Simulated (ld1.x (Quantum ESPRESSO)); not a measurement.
Configuration tests for C (Z = 6) (TM semilocal)

C (Z = 6), norm-conserving Troullier–Martins (semilocal form), made with ld1.x (Quantum ESPRESSO) 7.5 (PBEsol, scalar-relativistic). Core [He], reference 2s1.5 2p2.5. Waves: 2s (bound): rc 0.95 bohr; 2p (bound): rc 3.25 bohr. Local part: the p channel. Core correction: a·sin(br)/r model core, default radius (core density twice the valence density).

Energies are relative to the spin-unpolarised reference configuration 2s1.5 2p2.5; without spin polarisation the order of configurations can differ from experiment. The frozen-core shift is the all-electron ΔE with the core orbitals held at their reference shape minus the fully relaxed ΔE.

```
valence configuration  charge  ΔE all-electron (eV)  error AE − PS (meV)  frozen-core shift (meV)
              2s2 2p2       0                -4.211                  -14                     +0.1
              2s2 2p0      +2                30.597                +1671                     +3.4
            2s2 2p2.3    -0.3                -5.355                  -33                     +0.1
            2s2 2p1.5    +0.5                -0.278                  +54                     +0.1
              2s1 2p3       0                 4.216                  -14                     +0.1
              2s0 2p4       0                12.662                 -123                     +0.9
```

Task: What are ΔE and the potential's error for 2s2 2p1?

Result: ΔE = 6.578 eV all-electron; the error (AE − PS) is +258 meV.

Levels in the configuration 2s1 2p3:

```json
{"level": "2s", "all-electron (eV)": "-14.105", "pseudo (eV)": "-14.238"}
{"level": "2p", "all-electron (eV)": "-5.668", "pseudo (eV)": "-5.746"}
```
